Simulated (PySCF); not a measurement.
# Two-component Hartree-Fock for V⁴⁺ (vanadium, charge +4)

Start: [Ar] 3d1; 3d3/2 filled at m_j = +3/2. Calculated with PySCF 2.14 in x2c-TZVPPall-2c (6s7p4d2f1g, 70 functions): generalised Hartree-Fock with the X2C-1e Hamiltonian and a Gaussian nucleus; one run each with spin-orbit coupling (SO) switched off, then screened by Boettger's factors.

```tsv
spinor shell	electrons	ε, spin-free (eV)	ε, screened SO (eV)	weight of nominal j (screened SO)	rms radius, screened SO (bohr)
1s1/2	2	-5576.7	-5576.7	1.000	0.0768
2s1/2	2	-715.21	-715.18	1.000	0.332
2p1/2	2	-603.63	-608.82	1.000	0.301
2p3/2	4	-603.63	-601.05	1.000	0.303
3s1/2	2	-141.30	-141.29	1.000	0.988
3p1/2	2	-107.58	-109.19	0.906	1.04
3d3/2	1	-65.415	-65.458	0.963	1.18
```

**Question.** Where does 3p3/2 lie, and what is the 3p spin-orbit splitting (screened SO)?

**Answer.** At -106.76 eV, 2.430 eV above 3p1/2.

| quantity | spin-free | screened SO |
| --- | --- | --- |
| E (hartree) | -944.69619 | -944.70651 |
| M_J | 3/2 | 3/2 |
| ⟨J²⟩ | 4.409 | 3.937 |
| ⟨L²⟩ | 6.007 | 6.007 |
| ⟨S²⟩ | 0.752 | 0.752 |

Each row is a mean over spinors that exchange with the open shell spreads, by up to 5.258 eV (3p1/2).

⟨J²⟩ departs a little from M_J(M_J + 1) because the unrestricted spinors polarise the closed shells.

Without spin-orbit coupling the j labels of p, d and f shells carry no meaning; the spin-free column gives the mean over the occupied spinors of each nl shell, and its ⟨J²⟩ belongs to a mixture of degenerate components.
